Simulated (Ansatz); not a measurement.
Ansatz results at the PBE0-D4/def2-TZVP geometry: HOMO–LUMO gap (PBE/def2-TZVPP) 2.39 eV; HOMO energy (PBE0/def2-TZVPP) -7.57 eV; LUMO energy (PBE0/def2-TZVPP) -3.03 eV.

Each molecule was computed in one conformer, which needn't be the lowest.

(1) Which molecule gave them?
A. `OC(O)(Cl)C=S`
B. `[OH][AlH][O]B(F)Cl`
C. `OC1([SiH3])[SiH2]S1`
D. `[SiH3][SiH2]S`

## Answers

(1) A. The others give `OC1([SiH3])[SiH2]S1`: 4.40, -7.07, -0.67; `[OH][AlH][O]B(F)Cl`: 6.19, -9.16, -0.65; `[SiH3][SiH2]S`: 5.03, -7.50, -0.40.
